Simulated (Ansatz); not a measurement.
Si₂₀AsH₂₈⁻ was relaxed with PBE-D4 (def2-SVP) in Ansatz in these states: charge -1 singlet, charge -1 triplet. The geometries follow in no particular order.

Single mean-field runs in def2-SVP are fitted with def2-universal-jkfit.

A:

Cartesian coordinates in Å:
```
As 0.571 -3.616 -2.256
Si -2.808 -2.519 -0.417
Si 0.181 -0.475 -4.312
Si 3.486 -1.110 -2.367
Si 0.824 -1.318 0.426
Si 4.062 0.667 1.034
Si 1.169 1.758 -1.440
Si 1.131 0.697 3.481
Si -2.579 -0.437 -1.529
Si -5.065 -0.104 1.211
Si -1.505 1.979 1.031
Si -1.967 -1.329 3.070
Si 2.199 3.905 1.574
Si 1.767 -2.076 -3.644
Si -3.741 -1.991 1.682
Si -0.699 0.706 -2.466
Si 2.477 0.016 -0.569
Si -0.469 0.032 1.868
Si 2.947 1.952 2.654
Si 0.386 3.229 0.214
Si -3.490 1.128 -0.036
H 1.863 -4.102 -1.561
H 0.395 -2.409 -1.070
H -1.567 -3.356 -0.248
H -3.784 -3.378 -1.198
H -0.901 -1.189 -5.094
H 0.850 0.487 -5.270
H 4.409 -2.208 -1.884
H 4.325 -0.147 -3.178
H 1.438 -2.438 1.250
H 4.695 -0.573 1.627
H 5.179 1.465 0.397
H 1.920 2.437 -2.567
H 1.682 -0.533 4.175
H 0.430 1.513 4.548
H -3.412 -0.563 -2.791
H -6.387 -0.544 0.597
H -5.437 0.613 2.492
H -1.941 2.640 2.330
H -1.225 -2.532 3.619
H -2.487 -0.549 4.257
H 3.414 4.610 0.987
H 1.671 4.846 2.637
H 2.316 -2.837 -4.834
H -4.503 -3.169 2.254
H -1.454 1.841 -3.138
H 3.903 2.271 3.787
H -0.122 4.451 -0.531
H -4.146 2.257 -0.803
```

B:

```xyz
49

As   -0.3189    3.3694   -3.1099
Si    2.8806    0.4246   -2.2494
Si   -1.3011   -0.3292   -4.0420
Si   -3.5068    1.6415   -1.6060
Si    0.0841    1.3875   -0.2816
Si   -3.3433    1.1323    2.1312
Si   -2.0181   -1.5075   -0.3395
Si    0.0300    1.0113    3.8283
Si    1.6870   -1.6047   -2.0399
Si    4.6550   -1.6185    0.1607
Si    1.1836   -1.8082    1.7452
Si    3.1604    1.4324    1.6860
Si   -2.1504   -2.1988    3.4615
Si   -2.1129    1.8078   -3.4913
Si    4.1864    0.6543   -0.2881
Si   -0.6497   -1.7223   -2.2542
Si   -2.1646    0.7874    0.1261
Si    0.9921    0.5339    1.7324
Si   -2.1520    0.1192    3.8888
Si   -0.9974   -2.6475    1.4567
Si    2.5046   -2.5624   -0.0418
H    -1.0063    4.4155   -4.0370
H    -1.0168    3.9870   -1.8830
H     2.1563    1.6366   -2.7590
H     3.9555    0.0945   -3.2805
H    -0.1541   -0.2159   -5.0253
H    -2.4214   -1.0295   -4.7878
H    -4.0303    3.0249   -1.2820
H    -4.7154    0.7836   -1.9202
H     0.0651    2.8336    0.2418
H    -3.4631    2.6153    2.4069
H    -4.7576    0.5880    2.0947
H    -3.3355   -2.1900   -0.6492
H    -0.0812    2.5048    4.0479
H     0.8332    0.4619    4.9904
H     2.2101   -2.5044   -3.1492
H     5.6102   -2.2107   -0.8516
H     5.2623   -1.8257    1.5288
H     1.7450   -2.3283    3.0530
H     3.0873    2.9435    1.6757
H     4.0567    1.0477    2.8455
H    -3.5809   -2.6902    3.3966
H    -1.4910   -2.9452    4.6016
H    -2.8900    2.2861   -4.7032
H     5.4619    1.4109   -0.5971
H    -0.8621   -3.1395   -2.7663
H    -2.8168    0.3603    5.2308
H    -0.9842   -4.1432    1.2119
H     2.5144   -4.0742   -0.1074
```

**Question.** Judge from the bond lengths which geometry belongs to which state (an estimate).

**Answer.** A is the charge -1 triplet (As1–H23 1.701 Å, Si11–Si21 2.408 Å, Si11–Si20 2.410 Å); B is the charge -1 singlet (As1–H23 1.541 Å, Si11–Si21 2.347 Å, Si11–Si20 2.355 Å).
